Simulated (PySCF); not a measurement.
H3Si2, SMILES [Si][SiH3] (connectivity only; charge and spin as stated), neutral, multiplicity 2. Atoms are numbered in the order given.

```xyz
5

Si    -1.3577    -0.0108     0.0000
Si     1.0243    -0.0088     0.0000
H      1.6795    -0.5923     1.2009
H      1.3091     1.4591     0.0000
H      1.6795    -0.5923    -1.2009
```
Charge 0, spin multiplicity 2.

Geometry: B3LYP-D3(BJ)/def2-TZVP. The isomer is the one that the SMILES or the coordinates give; other isomers of the formula were not compared.

Two levels are set side by side: PBE/pcH-1 (PySCF) and B3LYP/pcH-1 (PySCF). Contact hyperfine couplings, same geometry. Differences are taken from unrounded values.

```tsv
quantity	B3LYP	PBE	PBE minus B3LYP
A(iso) of 29Si, atom Si1 (MHz)	3.7	43.8	40.0
A(iso) of 29Si, atom Si2 (MHz)	25.6	29.4	3.8
A(iso) of 1H, atom H3 (MHz)	44.7	44.8	0.1
A(iso) of 1H, atom H4 (MHz)	-4.2	-8.1	-3.9
A(iso) of 1H, atom H5 (MHz)	44.7	44.8	0.1
```

Rough cost on one machine, each run with all the roots and properties that it gave: B3LYP against PBE within a factor of 2.
